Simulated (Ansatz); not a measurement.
Program: Ansatz 0.2.0.

CH5O2Sn, SMILES `C[O][SnH][OH]` radical at its PBE0-D4/def2-TZVP geometry, where that method's forces vanish. The species carries charge 0 and has multiplicity 2. Sn takes the def2 core potential.

| atom | x (Å) | y (Å) | z (Å) |
| --- | --- | --- | --- |
| C1 | 1.1073 | -1.0354 | -0.0736 |
| O2 | -0.2736 | -1.0861 | 0.1907 |
| Sn3 | -1.4985 | 0.3581 | -0.3265 |
| O4 | -0.3852 | 1.9364 | 0.1086 |
| H5 | 1.5196 | -0.0251 | 0.0236 |
| H6 | 1.6139 | -1.6828 | 0.6490 |
| H7 | 1.3371 | -1.4112 | -1.0785 |
| H8 | -2.7793 | 0.2011 | 0.8478 |
| H9 | -0.6412 | 2.7450 | -0.3411 |

(1) For each bond, give half the difference of the two atoms' forces along it (eV/Å; positive pushes the atoms apart) under PBE-D4, r2SCAN-D4, B3LYP-D4, ωB97M-V in def2-TZVPP. (Estimate.)

## Answers

(1) The calculation gave: 
| bond | length (Å) | PBE-D4 | r2SCAN-D4 | B3LYP-D4 | ωB97M-V |
| --- | --- | --- | --- | --- | --- |
| C1–O2 | 1.407 | 0.18 | 0.25 | 0.24 | 0.33 |
| C1–H5 | 1.096 | 0.05 | -0.07 | -0.09 | -0.10 |
| C1–H6 | 1.094 | 0.10 | -0.05 | -0.11 | -0.13 |
| C1–H7 | 1.097 | 0.09 | -0.06 | -0.09 | -0.12 |
| O2–Sn3 | 1.963 | 0.51 | 0.14 | 0.25 | -0.14 |
| Sn3–O4 | 1.980 | 0.43 | 0.15 | 0.33 | 0.00 |
| Sn3–H8 | 1.745 | 0.11 | 0.03 | 0.02 | -0.15 |
| O4–H9 | 0.960 | 0.37 | 0.04 | -0.04 | -0.05 |

B3LYP here is the variant with VWN-RPA as its local correlation; programs differ in this.
